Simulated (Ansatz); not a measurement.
CH7InN2, SMILES [NH2][In]([NH2])[CH3].

Coordinates come from a PBE-D3(BJ)/def2-SVP optimisation. The def2 effective core potentials stand for the cores of In; spin–orbit coupling is left out. The values are those of a single conformer.

Two levels are set side by side: PBE/def2-SVPD (Ansatz, an electronic-structure program) and CAM-B3LYP/def2-SVPD (Ansatz). Energy differences of separate SCF runs at the same geometry; the states with an electron removed or added have multiplicity 2 and 2. Differences are taken from unrounded values.

| quantity | CAM-B3LYP |
|---|---|
| vertical ionisation energy (eV) | 8.80 |
| vertical singlet–triplet gap (eV) | 4.36 |

### Question
What does PBE give, and how far is it from CAM-B3LYP? (The exact figures need the calculation; the answer reports its results.)

### Answer

```csv
quantity,PBE,PBE minus CAM-B3LYP
vertical ionisation energy (eV),8.26,-0.54
vertical singlet–triplet gap (eV),3.74,-0.62
```
